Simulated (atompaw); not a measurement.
**Pseudopotential generation for Ho: PAW (atompaw), PBEsol, non-relativistic.**

holmium, PAW, made with atompaw 4.2.0.5 (PBEsol, non-relativistic). Core [Kr] 4d10, reference 4f11 5s2 5p6 5d0 6s0 6p0 (charge +2). Waves: 5s (bound): rc 2.10 bohr; 6s (bound, empty): rc 0.55 bohr; 5p (bound): rc 2.50 bohr; 6p (bound, empty): rc 2.20 bohr; 5d (bound, empty): rc 3.00 bohr; 5d channel at 1.9 Ry: rc 3.00 bohr; 4f (bound): rc 1.15 bohr; 4f channel at 0.95 Ry: rc 1.15 bohr. Local part: bessel scheme, radius 2.75 bohr. Core correction: smooth core density matched at 1.90 bohr. Augmentation charge: sinc compensation charge, radius 2.60 bohr; PAW radius 3.00 bohr; waves and projectors: custom rrkj gramschmidtortho.

Q: Estimate the cutoffs (Ry, on a coarse ladder) from which the occupation-weighted sum of valence levels, in a spherical-Bessel basis at the reference potential, stays within 10 and 1 mRy of its value at 400 Ry.

A: 160 Ry and 230 Ry.

Q: What does a ghost test show?

A: No extra level below or beside the all-electron valence levels (s, p, d, f tested).

Q: Is the overlap operator S = 1 + Σ q|β⟩⟨β| positive definite (Bessel basis up to 400 Ry)?

A: Yes: its lowest eigenvalue is 0.11 (s channel).

Q: Which valence shell sets the plane-wave cutoff?

A: 4f: its level needs 160 Ry to come within 1 mRy, against 15 Ry for 5p.
